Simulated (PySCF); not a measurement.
FH2InO, SMILES [OH][InH][F]. Heavy atoms are numbered as in [InH:1]([F:3])[OH:4]. Hydrogens are named by the atom that carries them.

Geometry: B3LYP-D3(BJ)/def2-TZVP. The def2 effective core potentials stand for the cores of In; spin–orbit coupling is left out. Other conformers were not sampled.

These are PySCF with PBE0/def2-TZVPD values and carry that method's errors.

Mulliken values depend strongly on the basis, most of all with diffuse functions as here. ESP charges are fitted to the potential on shells at 1.4 to 2.0 van der Waals radii. Atomic charges (e), one atom of each kind:

```
atom       ESP fit  Mulliken
---------  -------  --------
In1 (InH)     1.07      1.00
H on In1         …      0.00
F3           -0.52     -0.59
O4 (OH)          …     -0.71
H on O4          …      0.31
```

Question: Complete the blanks. (Estimate from the structure and the level; the computed values follow.)

Answer: 
- H on In1, ESP fit: -0.17
- O4 (OH), ESP fit: -0.77
- H on O4, ESP fit: 0.39
